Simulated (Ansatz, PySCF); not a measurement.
Process, species as SMILES: CC/C=C\CC -> [CH2]C/C=C\CC + H atom (the C-H bond at the site shown breaks; other sites are not compared here)
Structures are relaxed separately at B3LYP-D3(BJ)/def2-TZVP in Ansatz (a first-principles code), one conformer each, not searched for the lowest. Frequencies are from Ansatz or PySCF.

Property: bond dissociation energy (enthalpy at 298 K, with B3LYP-D3(BJ) rigid-rotor harmonic-oscillator terms), in eV. Cores are frozen in the correlated levels unless marked. UHF or UKS for open shells. No spin-orbit coupling. Non-relativistic unless marked X2C. CBS marks a two-point X^-3 extrapolation of the correlation energy; Hartree-Fock from the larger set. The bracket is a focal-point correction in the basis named.

```json
[
 {"level": "HF/STO-3G", "program": "Ansatz", "bond dissociation energy (eV)": "4.45"},
 {"level": "HF/6-31G", "program": "Ansatz", "bond dissociation energy (eV)": "3.24"}
]
```

Task: What does RI-MP2/CBS(cc-pVTZ,cc-pVQZ)+[CCSD(T)-MP2]/cc-pVTZ (Ansatz) give?

Result: 4.43 eV
